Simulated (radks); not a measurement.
Results of a calculation; reference values are marked as such.
How relativity changes the ionisation of neutral rubidium ([Kr] 5s1) to Rb+ ([Kr]). Spin-unpolarised spherical Kohn-Sham, BLYP, point nucleus unless stated (finite: rms radius 4.2036 fm), a radial shooting solver on a logarithmic mesh with Libxc functionals. A level marked "c x" has the speed of light scaled by that factor.

| level | E(Rb) (hartree) | E(Rb+) (hartree) | IE (eV) | HOMO | <r> HOMO (bohr) |
|---|---|---|---|---|---|
| non-rel. | -2940.17029 | -2940.01892 | 4.119 | 5s | 5.247 |
| scalar-rel. | -2981.66247 | -2981.50836 | 4.194 | 5s | 5.165 |
| scalar-rel., finite nucleus | -2981.63502 | -2981.48091 | 4.193 | 5s | 5.165 |
| Dirac | -2981.91906 | -2981.76496 | 4.193 | 5s1/2 | 5.166 |
| Dirac, finite nucleus | -2981.89158 | -2981.73748 | 4.193 | 5s1/2 | 5.166 |
| Dirac, c x 1.25 | -2966.53984 | -2966.38676 | 4.166 | 5s1/2 | 5.195 |
| Dirac, c x 3 | -2944.66280 | -2944.51114 | 4.127 | 5s1/2 | 5.238 |
| Dirac, c x 10 | -2940.57319 | -2940.42179 | 4.120 | 5s1/2 | 5.246 |

NIST Atomic Spectra Database: 4.177 eV (measured). The relativistic part of the total energy of Rb is -41.72 hartree (Dirac, finite nucleus), 1.4 % of the non-relativistic value. Spin polarisation and multiplet splitting of open shells are left out at every level.

Beside tabulated values, note that relativity, absent from the non-relativistic runs, is large for the heavy elements, and spin-unpolarised runs miss the spin-polarisation part of the exchange energy of open shells.
